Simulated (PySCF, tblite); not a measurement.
C7H12BClO.
SMILES with atom numbers: `[CH3:1][O:2][CH2:3][CH2:4][BH:5][C@H:6]1[CH2:7]/[C:8]1=[CH:9]/[Cl:10]` (hydrogens: H11, H12, H13 on C1; H14, H15 on C3; H16, H17 on C4; H18 on B5; H19 on C6; H20, H21 on C7; H22 on C9)

Jobs on this species (22 atoms, 84 electrons) with PySCF (density fitting) and tblite. Hardware of each: an Intel Xeon at 2.50 GHz with one thread (shared host). Other jobs ran on the host; a repeat could differ by tens of per cent or more.

**Question.** Rank these jobs by wall time, shortest first.
A. GFN2-xTB; L-BFGS relaxation
B. PBE0/pcSseg-1; shieldings, ring-centre shieldings, charges and field gradients; 237 basis functions
C. GFN2-xTB; Hessian by finite differences

**Answer.** C (3.3 s), A (6.4 s), B (2.7 min).

All jobs:

| level and settings | work | basis functions | SCF cycles | wall time |
| --- | --- | --- | --- | --- |
| GFN2-xTB | Hessian by finite differences | – | – | 3.3 s |
| GFN2-xTB | L-BFGS relaxation | – | – | 6.4 s |
| PBE0/pcSseg-1 | shieldings, ring-centre shieldings, charges and field gradients | 237 | 14 | 2.7 min |

**Question.** What do all jobs in the table cost together?

**Answer.** About 2.9 min; the longest takes about 94 % of that, and about 49 times as long as the shortest.
